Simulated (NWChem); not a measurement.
Program: NWChem. System: CuF, charge 0, spin multiplicity 1, at a geometry optimised with B3LYP/def2-SVP. The structure started from a generated list of species. Level: B3LYP/def2-TZVPD, VWN1-RPA local correlation.

Output (cleaned and shortened):

```
             Northwest Computational Chemistry Package (NWChem) 7.3.0
             --------------------------------------------------------

                                NWChem Input Module
                                -------------------

 Scaling coordinates for geometry "geometry" by  1.889725989
 (inverse scale =  0.529177249)

 Turning off AUTOSYM since
 SYMMETRY directive was detected!

                             Geometry "geometry" -> ""
                             -------------------------

 Output coordinates in angstroms (scale by  1.889725989 to convert to a.u.)

  No.       Tag          Charge          X              Y              Z
 ---- ---------------- ---------- -------------- -------------- --------------
    1 Cu                  29.0000     0.00000000     0.00000000    -0.41458500
    2 F                    9.0000     0.00000000     0.00000000     1.33588600

 Effective nuclear repulsion energy (a.u.)      78.9017710027

            Nuclear Dipole moment (a.u.)
            ----------------------------
        X                 Y               Z
 ---------------- ---------------- ----------------
     0.0000000000     0.0000000000     0.0000170075

      Symmetry information
      --------------------

 Group name             C2v
 Group number             16
 Group order               4
 No. of unique centers     2

      Symmetry unique atoms

     1    2


 Summary of "ao basis" -> "" (spherical)
 ------------------------------------------------------------------------------
       Tag                 Description            Shells   Functions and Types
 ---------------- ------------------------------  ------  ---------------------
 *                         def2-tzvpd                 on all atoms

                                 NWChem DFT Module
                                 -----------------

 Summary of "ao basis" -> "ao basis" (spherical)
 ------------------------------------------------------------------------------
       Tag                 Description            Shells   Functions and Types
 ---------------- ------------------------------  ------  ---------------------
 Cu                        def2-tzvpd               16       48   6s5p4d1f
 F                         def2-tzvpd               14       40   6s4p3d1f

 Summary of "ao basis" -> "ao basis" (spherical)
 ------------------------------------------------------------------------------
       Tag                 Description            Shells   Functions and Types
 ---------------- ------------------------------  ------  ---------------------
 Cu                        def2-tzvpd               16       48   6s5p4d1f
 F                         def2-tzvpd               14       40   6s4p3d1f

      Symmetry analysis of basis
      --------------------------

        a1         39
        a2          9
        b1         20
        b2         20

            General Information
            -------------------
          SCF calculation type: DFT
          Wavefunction type:  closed shell.
          No. of atoms     :     2
          No. of electrons :    38
           Alpha electrons :    19
            Beta electrons :    19
          Charge           :     0
          Spin multiplicity:     1
          Use of symmetry is: on ; symmetry adaption is: on
          Maximum number of iterations: 100
          AO basis - number of functions:    88
                     number of shells:    30
          Convergence on energy requested:  1.00D-06
          Convergence on density requested:  1.00D-05
          Convergence on gradient requested:  5.00D-04

              XC Information
              --------------
                         B3LYP Method XC Potential
                     Hartree-Fock (Exact) Exchange  0.200
                        Slater Exchange Functional  0.800 local
                    Becke 1988 Exchange Functional  0.720 non-local
              Lee-Yang-Parr Correlation Functional  0.810
                  VWN I RPA Correlation Functional  0.190 local

             Grid Information
             ----------------
          Grid used for XC integration:  medium
          Radial quadrature: Mura-Knowles
          Angular quadrature: Lebedev.
[...]
 !! scf_movecs_sym_adapt:    2 vectors were symmetry contaminated

  Symmetry fudging

 !! scf_movecs_sym_adapt:    2 vectors were symmetry contaminated

 d= 0,ls=0.5,diis    56  -1740.4597873046 -1.17D-05  4.18D-05  1.35D-04     4.0

 !! scf_movecs_sym_adapt:    2 vectors were symmetry contaminated

  Symmetry fudging

 !! scf_movecs_sym_adapt:    2 vectors were symmetry contaminated

 d= 0,ls=0.5,diis    57  -1740.4597943264 -7.02D-06  3.23D-05  8.23D-05     4.1

 !! scf_movecs_sym_adapt:    2 vectors were symmetry contaminated

  Symmetry fudging

 !! scf_movecs_sym_adapt:    2 vectors were symmetry contaminated

 d= 0,ls=0.5,diis    58  -1740.4597985778 -4.25D-06  2.50D-05  5.02D-05     4.1

 !! scf_movecs_sym_adapt:    4 vectors were symmetry contaminated

  Symmetry fudging

 !! scf_movecs_sym_adapt:    2 vectors were symmetry contaminated

 d= 0,ls=0.5,diis    59  -1740.4598011726 -2.59D-06  1.93D-05  3.02D-05     4.2

 !! scf_movecs_sym_adapt:    2 vectors were symmetry contaminated

  Symmetry fudging

 !! scf_movecs_sym_adapt:    2 vectors were symmetry contaminated

 d= 0,ls=0.5,diis    60  -1740.4598027440 -1.57D-06  1.50D-05  1.81D-05     4.2

 !! scf_movecs_sym_adapt:    2 vectors were symmetry contaminated

  Symmetry fudging

 !! scf_movecs_sym_adapt:    2 vectors were symmetry contaminated

 d= 0,ls=0.5,diis    61  -1740.4598036864 -9.42D-07  1.17D-05  1.10D-05     4.3

 !! scf_movecs_sym_adapt:    2 vectors were symmetry contaminated

  Symmetry fudging

 !! scf_movecs_sym_adapt:    2 vectors were symmetry contaminated

 d= 0,ls=0.5,diis    62  -1740.4598042574 -5.71D-07  9.07D-06  6.73D-06     4.3

         Total DFT energy =    -1740.459804605373
      One electron energy =    -2584.699543711893
           Coulomb energy =      843.081850110261
    Exchange-Corr. energy =      -77.743882006473
 Nuclear repulsion energy =       78.901771002731

 Numeric. integr. density =       38.000003090629

     Total iterative time =      3.8s

                  Occupations of the irreducible representations
                  ----------------------------------------------

                     irrep           alpha         beta
                     --------     --------     --------
                     a1               10.0         10.0
                     a2                1.0          1.0
                     b1                4.0          4.0
                     b2                4.0          4.0

                       DFT Final Molecular Orbital Analysis
                       ------------------------------------

 Vector   17  Occ=2.000000D+00  E=-2.818437D-01  Symmetry=b2
              MO Center=  5.8D-15,  2.1D-15,  1.6D-01, r^2= 1.2D+00
   Bfn.  Coefficient  Atom+Function         Bfn.  Coefficient  Atom+Function
  ----- ------------  ---------------      ----- ------------  ---------------
    23      0.535103  1 Cu d -1              28      0.307641  1 Cu d -1
    56     -0.307814  2 F  py                59     -0.242794  2 F  py
    62     -0.207596  2 F  py                33      0.193887  1 Cu d -1
    17     -0.060094  1 Cu py                65     -0.053806  2 F  py
    11      0.043777  1 Cu py                38      0.043667  1 Cu d -1

 Vector   18  Occ=2.000000D+00  E=-2.818436D-01  Symmetry=b1
              MO Center=  2.3D-15, -1.1D-15,  1.6D-01, r^2= 1.2D+00
   Bfn.  Coefficient  Atom+Function         Bfn.  Coefficient  Atom+Function
  ----- ------------  ---------------      ----- ------------  ---------------
    25      0.535104  1 Cu d  1              30      0.307641  1 Cu d  1
    55      0.307813  2 F  px                58      0.242793  2 F  px
    61      0.207596  2 F  px                35      0.193887  1 Cu d  1
    16      0.060095  1 Cu px                64      0.053806  2 F  px
    10     -0.043778  1 Cu px                40      0.043668  1 Cu d  1

 Vector   19  Occ=2.000000D+00  E=-2.706428D-01  Symmetry=a1
              MO Center= -2.8D-15,  3.2D-15, -1.2D-01, r^2= 1.2D+00
   Bfn.  Coefficient  Atom+Function         Bfn.  Coefficient  Atom+Function
  ----- ------------  ---------------      ----- ------------  ---------------
    24      0.534493  1 Cu d  0              29      0.305179  1 Cu d  0
     5     -0.243400  1 Cu s                 34      0.224352  1 Cu d  0
    57      0.203629  2 F  pz                63      0.204187  2 F  pz
    60      0.162545  2 F  pz                 3      0.112305  1 Cu s
     4      0.093014  1 Cu s                 53     -0.067276  2 F  s

 Vector   20  Occ=0.000000D+00  E=-1.285778D-01  Symmetry=a1
              MO Center=  6.8D-15, -2.3D-14, -1.1D+00, r^2= 3.0D+00
   Bfn.  Coefficient  Atom+Function         Bfn.  Coefficient  Atom+Function
  ----- ------------  ---------------      ----- ------------  ---------------
     5      0.678047  1 Cu s                  6      0.491024  1 Cu s
    18     -0.208730  1 Cu pz                54     -0.188771  2 F  s
    24      0.165217  1 Cu d  0               4     -0.163281  1 Cu s
    57      0.150545  2 F  pz                 3     -0.143320  1 Cu s
    21     -0.134889  1 Cu pz                63      0.133962  2 F  pz

 Vector   21  Occ=0.000000D+00  E=-8.861638D-03  Symmetry=b2
              MO Center=  6.2D-15, -2.2D-14, -7.6D-01, r^2= 8.0D+00
   Bfn.  Coefficient  Atom+Function         Bfn.  Coefficient  Atom+Function
  ----- ------------  ---------------      ----- ------------  ---------------
    20      0.908441  1 Cu py                17      0.325231  1 Cu py
    65     -0.171211  2 F  py                11     -0.115741  1 Cu py
    56     -0.091038  2 F  py                38     -0.080753  1 Cu d -1
    59     -0.079192  2 F  py                23      0.066994  1 Cu d -1
    62     -0.049797  2 F  py                 8      0.041531  1 Cu py

 Vector   22  Occ=0.000000D+00  E=-8.861524D-03  Symmetry=b1
              MO Center=  8.2D-15,  1.7D-15, -7.6D-01, r^2= 8.0D+00
   Bfn.  Coefficient  Atom+Function         Bfn.  Coefficient  Atom+Function
  ----- ------------  ---------------      ----- ------------  ---------------
    19      0.908441  1 Cu px                16      0.325231  1 Cu px
    64     -0.171211  2 F  px                10     -0.115741  1 Cu px
    55     -0.091038  2 F  px                40      0.080753  1 Cu d  1
    58     -0.079192  2 F  px                25     -0.066994  1 Cu d  1
    61     -0.049797  2 F  px                 7      0.041531  1 Cu px

 center of mass
 --------------
 x =   0.00000000 y =   0.00000000 z =  -0.01637786

 moments of inertia (a.u.)
 ------------------
         159.678879864704           0.000000000000           0.000000000000
           0.000000000000         159.678879864704           0.000000000000
           0.000000000000           0.000000000000           0.000000000000

     Multipole analysis of the density
     ---------------------------------

     L   x y z        total         alpha         beta         nuclear
     -   - - -        -----         -----         ----         -------
     0   0 0 0     -0.000000    -19.000000    -19.000000     38.000000

     1   1 0 0     -0.000000     -0.000000     -0.000000      0.000000
     1   0 1 0     -0.000000     -0.000000     -0.000000      0.000000
     1   0 0 1     -2.007567     -1.003792     -1.003792      0.000017

     2   2 0 0    -12.869539     -6.434769     -6.434769      0.000000
     2   1 1 0      0.000000      0.000000      0.000000      0.000000
     2   1 0 1     -0.000000     -0.000000     -0.000000      0.000000
     2   0 2 0    -12.869458     -6.434729     -6.434729      0.000000
     2   0 1 1     -0.000000     -0.000000     -0.000000      0.000000
     2   0 0 2    -14.305730    -44.730931    -44.730931     75.156132

 Task  times  cpu:        4.4s     wall:        4.4s

 Total times  cpu:        4.4s     wall:        4.4s
```

Question: Write an NWChem input that would produce this output.

Answer: This is not unique; one that fits is 
```
start mol
memory heap 200 mb stack 900 mb global 1100 mb
geometry units angstroms nocenter noautoz
  Cu     0.000000     0.000000    -0.414585
  F      0.000000     0.000000     1.335886
  symmetry group C2v
end
basis spherical
  * library def2-tzvpd
end
dft
  xc b3lyp
  semidirect memsize 60000000 filesize 0
  iterations 100
end
task dft energy
```
